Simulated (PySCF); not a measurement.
**Fractional electron number in Ar⁺ (argon, charge +1)**

The 3p beta orbital of [Ne] 3s2 3p5 is emptied in steps (occupation f), with all orbitals relaxed, ending at [Ne] 3s2 3p4. All numbers are calculated (PySCF 2.14, the spin-free X2C one-electron Hamiltonian (Gaussian nucleus), in jorge-DZP-DKH (7s4p1d, 24 functions)). The exact energy is a straight line in f; departures are measured from the line between the end points of the same method.

```json
{"f": "1", "UHF (eV)": "0.000", "LDA (eV)": "0.000", "PBE (eV)": "0.000", "PBE0 (eV)": "0.000", "r2SCAN (eV)": "0.000", "LC-wPBE (eV)": "0.000", "BHandHLYP (eV)": "0.000", "wB97X (eV)": "0.000", "M06-2X (eV)": "0.000", "r2SCAN0 (eV)": "0.000"}
{"f": "0.8", "UHF (eV)": "0.184", "LDA (eV)": "-1.004", "PBE (eV)": "-0.974", "PBE0 (eV)": "-0.689", "r2SCAN (eV)": "-0.911", "LC-wPBE (eV)": "-0.217", "BHandHLYP (eV)": "-0.415", "wB97X (eV)": "-0.278", "M06-2X (eV)": "-0.437", "r2SCAN0 (eV)": "-0.645"}
{"f": "0.6", "UHF (eV)": "0.270", "LDA (eV)": "-1.509", "PBE (eV)": "-1.459", "PBE0 (eV)": "-1.030", "r2SCAN (eV)": "-1.353", "LC-wPBE (eV)": "-0.321", "BHandHLYP (eV)": "-0.625", "wB97X (eV)": "-0.416", "M06-2X (eV)": "-0.654", "r2SCAN0 (eV)": "-0.957"}
{"f": "0.4", "UHF (eV)": "0.263", "LDA (eV)": "-1.510", "PBE (eV)": "-1.454", "PBE0 (eV)": "-1.025", "r2SCAN (eV)": "-1.334", "LC-wPBE (eV)": "-0.314", "BHandHLYP (eV)": "-0.628", "wB97X (eV)": "-0.413", "M06-2X (eV)": "-0.650", "r2SCAN0 (eV)": "-0.942"}
{"f": "0.2", "UHF (eV)": "0.172", "LDA (eV)": "-1.007", "PBE (eV)": "-0.964", "PBE0 (eV)": "-0.679", "r2SCAN (eV)": "-0.870", "LC-wPBE (eV)": "-0.203", "BHandHLYP (eV)": "-0.421", "wB97X (eV)": "-0.276", "M06-2X (eV)": "-0.418", "r2SCAN0 (eV)": "-0.613"}
{"f": "0", "UHF (eV)": "0.000", "LDA (eV)": "0.000", "PBE (eV)": "0.000", "PBE0 (eV)": "0.000", "r2SCAN (eV)": "0.000", "LC-wPBE (eV)": "0.000", "BHandHLYP (eV)": "0.000", "wB97X (eV)": "0.000", "M06-2X (eV)": "0.000", "r2SCAN0 (eV)": "0.000"}
```

Task: For BHandHLYP, how does the orbital energy at f = 1 compare with the removal energy?

Result: −ε = 24.965 eV against a total-energy difference of 27.549 eV. By Janak's theorem ε = ∂E/∂f, so the gap between them reflects the curvature. Along the path −ε is 25.985 (f = 0.8), 27.015 (f = 0.6), 28.056 (f = 0.4), 29.114 (f = 0.2) eV.

```tsv
method	E(f=0) − E(f=1) (eV)	−ε at f=1 (eV)	−ε at f=0.4 (eV)
UHF	26.386	27.565	26.137
LDA	27.838	21.581	29.091
PBE	27.610	21.520	28.852
PBE0	27.622	23.310	28.505
r2SCAN	27.692	21.965	28.921
LC-wPBE	27.753	26.383	28.053
BHandHLYP	27.549	24.965	28.056
wB97X	27.633	25.889	27.986
M06-2X	27.672	24.928	28.261
r2SCAN0	27.657	23.598	28.533
```

Reference removal energy between the ground levels: 27.630 eV (measured; NIST Atomic Spectra Database, ionization energies). The calculation has no spin-orbit coupling. UHF lacks correlation.
